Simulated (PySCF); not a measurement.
UHF on Ca- (calcium, charge -1), [Ar] 3d1 4s2, 2D determinant. Computed with PySCF 2.14 in dyall-av2z, with the non-relativistic Hamiltonian (point nucleus).

```
cycle= 1 E= -676.663541800286  delta_E= -0.000512  |g|= 0.00553  |ddm|= 0.0341
cycle= 2 E= -676.663712825568  delta_E= -0.000171  |g|= 0.0036  |ddm|= 0.0192
cycle= 3 E= -676.663834429174  delta_E= -0.000122  |g|= 0.00132  |ddm|= 0.0271
cycle= 4 E= -676.663848858339  delta_E= -1.44e-05  |g|= 0.000433  |ddm|= 0.00933
cycle= 5 E= -676.6638501701  delta_E= -1.31e-06  |g|= 6.34e-05  |ddm|= 0.00342
cycle= 6 E= -676.663850198181  delta_E= -2.81e-08  |g|= 3.16e-05  |ddm|= 0.000583
cycle= 7 E= -676.663850208695  delta_E= -1.05e-08  |g|= 1.62e-05  |ddm|= 0.000448
cycle= 8 E= -676.663850212281  delta_E= -3.59e-09  |g|= 5.06e-06  |ddm|= 0.000372
cycle= 9 E= -676.663850212612  delta_E= -3.3e-10  |g|= 1.83e-06  |ddm|= 0.000126
converged SCF energy = -676.663850212612  <S^2> = 0.7626621  2S+1 = 2.0126223
```

Highest occupied orbital energy: 2.199 eV; ⟨L²⟩ = 6.05; populations by l: s 7.99, p 12.00, d 1.01.

Task: Can this result be used?

Result: With care. The calculation finished and met its thresholds. The configuration of this anion was assumed by filling the next shell in order. It is not the known or likely ground configuration (Ca⁻, Sr⁻ and Ba⁻, for instance, bind a p electron), so these values are not the electron affinity of the element. At UHF the highest occupied level has a positive energy, so only the finite basis holds that electron.
